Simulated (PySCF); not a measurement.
## A search over the determinants of GaP⁺

Unrestricted PBE0; basis Ga cc-pVDZ-PP with ECP10, P cc-pV(D+d)Z; scalar-relativistic core potentials; PySCF 2.14. Outer shells of the fragments: Ga+ 3d10 4s2; P 3s2 3p3.

Followed along the bond (rough minima from three points):

| 2Ms+1 | unpaired | ⟨S²⟩ at the start | R at minimum (Å) | Te (eV) |
| --- | --- | --- | --- | --- |
| 4 | σ ↑, π ↑↑ | 3.76 | 2.70 | 0.00 |
| 2 | σ ↓, π ↑↑ | 1.77 | 2.55 | 0.50 |
| 2 | σ ↑, π ↑↓ | 1.77 | 2.61 | 0.61 |
| 2 | π ↑ | 0.76 | none in the scan | ≤ 1.62 |

Solutions found at the starting distance of 2.370 Å, counted from the lowest of them; the search is not exhaustive and high or unbound solutions are not listed, so other states can lie among these:

| 2Ms+1 | unpaired | term | E (eV) | ⟨S²⟩ | ⟨Lz²⟩ | μ (D) |
| --- | --- | --- | --- | --- | --- | --- |
| 4 | σ ↑, π ↑↑ | ⁴Σ⁻ | 0.00 | 3.76 | 0.00 | -0.01 |
| 2 | σ ↓, π ↑↑ | mixed | 0.41 | 1.77 | 0.00 | -0.13 |
| 2 | σ ↑, π ↑↓ | mixed | 0.55 | 1.77 | 2.02 | -0.02 |
| 2 | π ↑ | ²Π | 1.55 | 0.76 | 1.02 | -1.66 |
| 2 | σ ↑ | mixed | 1.67 | 0.76 | 2.00 | 0.20 |
| 2 | π ↑ | ²Π | 2.01 | 0.75 | 1.01 | 2.74 |
| 4 | π ↑↑↑ | ⁴Π | 3.90 | 3.76 | 1.00 | 1.36 |
| 4 | σ ↑, π ↑↑ | mixed | 4.96 | 3.76 | 2.01 | 4.08 |

A term symbol is given only where ⟨S²⟩ and ⟨Lz²⟩ are close to those of a pure state; real π, δ and φ orbitals otherwise mix terms. A positive dipole points towards P; it is taken about the centre of mass and depends on that origin.

Q: Compare the gap between the two lowest followed solutions at the starting distance with the gap between their minima.

A: At PBE0 the second solution (Ms = 0.5 of mixed spin, unpaired electrons σ ↓, π ↑↑) lies +0.41 eV from the first (quartet, unpaired electrons σ ↑, π ↑↑) at 2.370 Å and +0.50 eV at the minima; the two curves relax by different amounts, since their minima lie near 2.55 and 2.70 Å.

Spin–orbit coupling is left out.
